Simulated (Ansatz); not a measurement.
Ansatz (a program for electronic structure) input (B3LYP-D3(BJ)/def2-TZVP):

Ansatz 0.2 input:
```yaml
crystal:
  periodic: [false, false, false]
  atoms:
    - {symbol: Si, position_ang: [0.32756764, -0.48666866, -0.18981920]}
    - {symbol: N, position_ang: [1.61790590, 0.50288196, -0.47268213]}
    - {symbol: N, position_ang: [-1.16029351, 0.12841868, 0.63557502]}
    - {symbol: H, position_ang: [0.75200130, -1.54890023, 0.76412948]}
    - {symbol: H, position_ang: [-0.40311278, -1.21526203, -1.30104716]}
    - {symbol: H, position_ang: [1.45928850, 1.29798819, -1.09074277]}
    - {symbol: H, position_ang: [-0.91007573, 0.57584505, 1.50979753]}
    - {symbol: H, position_ang: [-1.60994574, 0.84586220, 0.07719939]}
basis:
  gaussian:
    orbitals: def2-TZVP
hamiltonian:
  xc: b3lyp
  dispersion: d3bj
total_charge: -1
relax: {f_tol: 0.002, max_steps: 150}
```

End of the output:

```
mean field: 0.39 GiB planned
mean field evaluation 128: about -10942.2517 eV, gradient 1.0e1 eV
mean field -10942.48370142 eV, -402.1288589454 hartree, gradient 1.4e-5 eV, S^2 0.000000; 1 other end points of the search recorded, 0 dependent functions left out
the calculation of the forces begins
reference -10942.48396075 eV, -402.1288684754 hartree; 17, 17 occupied and 112, 112 virtual orbitals, 791 factors
Total energy: -10942.71722165 eV, -402.1374406553 hartree
Atom 0 at     0.333364    -0.470660    -0.157551 Å, force    -0.000491    -0.001084    -0.000007 eV/Å
Atom 1 at     1.648318     0.495454    -0.420635 Å, force     0.001071    -0.000264     0.000770 eV/Å
Atom 2 at    -1.127143     0.133550     0.715547 Å, force    -0.000246     0.000376    -0.000580 eV/Å
Atom 3 at     0.757390    -1.638474     0.689447 Å, force     0.000022    -0.000053    -0.000003 eV/Å
Atom 4 at    -0.419346    -1.098035    -1.334379 Å, force     0.000121     0.000208     0.000359 eV/Å
Atom 5 at     1.509626     1.258541    -1.079790 Å, force    -0.000257     0.000934    -0.000878 eV/Å
Atom 6 at    -0.865943     0.804878     1.432456 Å, force     0.000264    -0.000133     0.000083 eV/Å
Atom 7 at    -1.762931     0.614912     0.087316 Å, force    -0.000484     0.000014     0.000256 eV/Å
Dipole moment:    -0.689200     0.321437     0.049751 e Å
```

It need not be the lowest isomer of its formula. Whether it binds its extra electron was not tested at this geometry.
